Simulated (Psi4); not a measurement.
CrF$_{2}$O$_{2}$, singlet, at a GFN2-xTB geometry (such geometries of metal compounds can be far from the true shape); WB97M-V/def2-SVPD in Psi4.

Here is a job for Psi4.
```
memory 2 GB

molecule {
0 1
  Cr    0.05209847   -0.00918190    0.01711959
  O     1.23511899   -0.33445517   -0.92728600
  O     0.50205912    0.02829272    1.49812372
  F    -0.56708148    1.48699299   -0.39379254
  F    -1.11600608   -1.19036352   -0.15927100
}

set basis def2-svpd
set scf_type pk
set puream true
set d_convergence 1e-8
set dft_radial_points 99
set dft_spherical_points 590

energy('wb97m-v')
print_variables()
```

It wrote (shortened):

```
   => Loading Basis Set <=

    Name: DEF2-SVPD
    Role: ORBITAL
    Keyword: BASIS

         ---------------------------------------------------------
                                   SCF
               by Justin Turney, Rob Parrish, Andy Simmonett
                          and Daniel G. A. Smith
                              RKS Reference
         ---------------------------------------------------------

  ==> Geometry <==

    Molecular point group: c1
    Full point group: C1

    Geometry (in Angstrom), charge = 0, multiplicity = 1:

       Center              X                  Y                   Z               Mass
    ------------   -----------------  -----------------  -----------------  -----------------
         CR           0.064269177417    -0.011326881630     0.021118891027    51.940506230000
         O            1.247289697417    -0.336600151630    -0.923286698973    15.994914619570
         O            0.514229827417     0.026147738370     1.502123021027    15.994914619570
         F           -0.554910772583     1.484848008370    -0.389793238973    18.998403162730
         F           -1.103835372583    -1.192508501630    -0.155271698973    18.998403162730

  Running in c1 symmetry.

  Rotational constants: A =      0.15231  B =      0.13609  C =      0.12992 [cm^-1]
  Rotational constants: A =   4566.25714  B =   4079.80842  C =   3894.77519 [MHz]
  Nuclear repulsion =  355.172805829559024

  Charge       = 0
  Multiplicity = 1
  Electrons    = 58
  Nalpha       = 29
  Nbeta        = 29

  ==> Algorithm <==

  SCF Algorithm Type is PK.
  DIIS enabled.
  MOM disabled.
  Fractional occupation disabled.
  Guess Type is SAD.
  Energy threshold   = 1.00e-06
  Density threshold  = 1.00e-08
  Integral threshold = 1.00e-12

  ==> Primary Basis <==

  Basis Set: DEF2-SVPD
    Blend: DEF2-SVPD
    Number of shells: 48
    Number of basis functions: 126
    Number of Cartesian functions: 139
    Spherical Harmonics?: true
    Max angular momentum: 3

  ==> DFT Potential <==

   => LibXC <=

    Version 7.1.2
    S. Lehtola, C. Steigemann, M. J. T. Oliveira, and M. A. L. Marques,  SoftwareX 7, 1–5 (2018) (10.1016/j.softx.2017.11.002)

   => Composite Functional: WB97M-V <=

    wB97M-V Hyb-GGA Exchange-Correlation Functional

    N. Mardirossian and M. Head-Gordon,  J. Chem. Phys. 144, 214110 (2016) (10.1063/1.4952647)

    Deriv               =              1
    GGA                 =           TRUE
    Meta                =           TRUE

    Exchange Hybrid     =           TRUE
    MP2 Hybrid          =          FALSE

   => Exchange-Correlation Functionals <=

    1.0000   wB97M-V exchange-correlation functional

   => Exact (HF) Exchange <=

    0.8500            HF,LR [omega = 0.3000]
    0.1500               HF

   => LibXC Density Thresholds  <==

    XC_HYB_MGGA_XC_WB97M_V:  1.00E-13

   => VV10 Non-Local Parameters <=

    VV10 B              =     6.0000E+00
    VV10 C              =     1.0000E-02

   => Molecular Quadrature <=

    Radial Scheme          =       TREUTLER
    Pruning Scheme         =           NONE
    Nuclear Scheme         =       TREUTLER

    Blocking Scheme        =         OCTREE
    BS radius alpha        =              1
    Pruning alpha          =              1
    Radial Points          =             99
    Spherical Points       =            590
    Total Points           =         282220
    Total Blocks           =           2161
    Max Points             =            256
    Max Functions          =            123
    Weights Tolerance      =       1.00E-15

  ==> Integral Setup <==

  Using in-core PK algorithm.
   Calculation information:
      Number of atoms:                   5
      Number of AO shells:              48
      Number of primitives:             90
      Number of atomic orbitals:       139
      Number of basis functions:       126

      Integral cutoff                 1.00e-12
      Number of threads:                 1

  Performing in-core PK
  Using 96036003 doubles for integral storage.
  We computed 649557 shell quartets total.
  Whereas there are 692076 unique shell quartets.

  Computing range-separated integrals for PK
  We computed 649557 wK shell quartets total.
  Whereas there are 692076 wK unique shell quartets.

  ==> DiskJK: Disk-Based J/K Matrices <==

    J tasked:                  Yes
    K tasked:                  Yes
    wK tasked:                 Yes
    Omega:               3.000E-01
    Schwarz Cutoff:          1E-12

  Minimum eigenvalue in the overlap matrix is 3.6643661999E-04.
  Reciprocal condition number of the overlap matrix is 5.4970293940E-05.
    Using symmetric orthogonalization.

  ==> Pre-Iterations <==

  SCF Guess: Superposition of Atomic Densities via on-the-fly atomic UHF (no occupation information).

   -------------------------
    Irrep   Nso     Nmo
   -------------------------
     A        126     126
   -------------------------
    Total     126     126
   -------------------------

  ==> Iterations <==

                        Total Energy        Delta E     RMS |[F,P]|

   @RKS iter SAD: -1392.44001464656435   -1.39244e+03   0.00000e+00
   @RKS iter   1: -1393.97590397655517   -1.53589e+00   4.42715e-03 DIIS/ADIIS
   @RKS iter   2: -1393.99299736151556   -1.70934e-02   4.55803e-03 DIIS/ADIIS
   @RKS iter   3: -1394.01459085346846   -2.15935e-02   4.05474e-03 DIIS/ADIIS
   @RKS iter   4: -1394.09684705743985   -8.22562e-02   5.53644e-04 DIIS/ADIIS
   @RKS iter   5: -1394.09817774493422   -1.33069e-03   2.10818e-04 DIIS/ADIIS
   @RKS iter   6: -1394.09843554116514   -2.57796e-04   2.70250e-05 DIIS
   @RKS iter   7: -1394.09844616432656   -1.06232e-05   8.28660e-06 DIIS
   @RKS iter   8: -1394.09844870714392   -2.54282e-06   2.80673e-06 DIIS
   @RKS iter   9: -1394.09844902661280   -3.19469e-07   6.81995e-07 DIIS
   @RKS iter  10: -1394.09844904697434   -2.03615e-08   2.66083e-07 DIIS
   @RKS iter  11: -1394.09844904871807   -1.74373e-09   2.85419e-07 DIIS
   @RKS iter  12: -1394.09844904932243   -6.04359e-10   8.11418e-08 DIIS
   @RKS iter  13: -1394.09844904949796   -1.75532e-10   2.09789e-08 DIIS
   @RKS iter  14: -1394.09844904952297   -2.50111e-11   9.63961e-09 DIIS
  Energy and wave function converged.

  ==> Post-Iterations <==

   Electrons on quadrature grid:
      Ntotal   =   57.9999965255 ; deviation = -3.474e-06

    Orbital Energies [Eh]
    ---------------------

    Doubly Occupied:

[...]
    Virtual:

[...]
     126A      4.017261

    Final Occupation by Irrep:
              A
    DOCC [    29 ]
    NA   [    29 ]
    NB   [    29 ]

  @RKS Final Energy: -1394.09844904952297

   => Energetics <=

    Nuclear Repulsion Energy =            355.1728058295590245
    One-Electron Energy =               -2623.4927799091210545
    Two-Electron Energy =                 939.9354956944008563
    DFT Exchange-Correlation Energy =     -65.9505662771981491
    Empirical Dispersion Energy =           0.0000000000000000
    VV10 Nonlocal Energy =                  0.2365956128364327
    Total Energy =                      -1394.0984490495229693

Computation Completed

Properties will be evaluated at   0.000000,   0.000000,   0.000000 [a0]

Properties computed using the SCF density matrix

 Multipole Moments:

 ------------------------------------------------------------------------------------
     Multipole            Electronic (a.u.)      Nuclear  (a.u.)        Total (a.u.)
 ------------------------------------------------------------------------------------

 L = 1.  Multiply by 2.5417464519 to convert [e a0] to [Debye]
 Dipole X            :         -1.3449696            1.3339598           -0.0110098
 Dipole Y            :          0.2370392           -0.2350988            0.0019404
 Dipole Z            :         -0.4419578            0.4383400           -0.0036178
 Magnitude           :                                                    0.0117502

 ------------------------------------------------------------------------------------

  Variable Map:
  ----------------------------------------------------------------------------
[...]
  Array Variable Map:
  ----------------------------------------------------------------------------
[...]
[...]
```
